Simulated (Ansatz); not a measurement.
`C#C[SiH3]` + `OB(Cl)Cl` → `[SiH3]OB(Cl)Cl` + `C#C`  (ligand exchange at the Si–C bond)

Calculated with Ansatz (gas phase, PBE0-D4/def2-TZVP geometries, no zero-point term in ΔE). CBS: MP2 limit from def2 TZ/QZ plus the TZ coupled-cluster correction, frozen cores. This one scheme is used for every species. DFT in def2-TZVPP. HSE06 is defined as in plane-wave codes. Each species was taken in one conformer, which may not be the lowest.

CCSD(T)/CBS gives -0.55 eV.

**Question.** Another level gave -0.45 eV. Which?
A. RPA@PBE/def2-TZVPP
B. revPBE/def2-TZVPP
C. BLYP/def2-TZVPP
D. HSE06/def2-TZVPP

**Answer.** C. BLYP -0.45, revPBE -0.33, RPA@PBE/def2-TZVPP -0.53, HSE06 -0.41 eV.

Largest T1 diagnostic among the species: 0.013.

The D4 term adds −0.05 eV with B3LYP and −0.03 eV with PBE0; it sums over pairs of atoms, weighted by their polarisabilities, and B3LYP, whose exchange is more repulsive, gets the larger term. Leaving LDA and LC-ωPBE aside and taking each functional with its dispersion term where it has one, the values, not all of them listed here, spread over 0.22 eV, from BHLYP-D4 to revPBE-D4. LDA lies −0.04 eV from PBE without D4. From BLYP to BHLYP (50 % exact exchange), in def2-TZVPP and without D4, ΔE moves by −0.11 eV.

B3LYP here is the variant with VWN-RPA as its local correlation; programs differ in this.
